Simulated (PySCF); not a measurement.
SMILES Cl[C]=CCl, doublet at its PBE0/def2-SVP optimised geometry (Å):

```
5

Cl    -0.9587    -1.8624    -0.0002
C     -1.2339    -0.2269    -0.0001
C     -0.5019     0.8700     0.0000
Cl     1.2339     0.8700     0.0000
H     -0.9588     1.8624     0.0000
```

Method: PySCF with unrestricted PBE0/def2-TZVP.

Map of the log10 of the electron density (e/bohr³), floored at −4 on the plane z = 1.5 Å:

```
|00000000000000000000000000000|
|00000000000000000000000000000|
|00000000000000000000000000000|
|00000000000000000000000000000|
|00000000001110000111100000000|
|00000000122222222333321000000|
|00000000234443334455443100000|
|00000001345555555666654210000|
|00000012456666667788765320000|
|00000023467777778899876420000|
|00000134567888788999986531000|
|00001235678888888999986531000|
|00001346788988888999986531000|
|00002456788988777898876420000|
|00012456788887666777765320000|
|00012456788877655666654210000|
|00002456788876544455432100000|
|00002356778876543333221000000|
|00001356788887643221100000000|
|00001356789988654210000000000|
|00002356899998754200000000000|
|00001357899998754200000000000|
|00001356789988754200000000000|
|00001245778887643100000000000|
|00000234567766532000000000000|
|00000023455554321000000000000|
|00000001233332100000000000000|
|00000000011110000000000000000|
|00000000000000000000000000000|
```
Scale: ten equal steps from -4.00 (start of '0') to -1.97 (end of '9'), in the order '0123456789'; x runs from -4.00 to 4.00, y from -4.00 (bottom) to 4.00 (top).
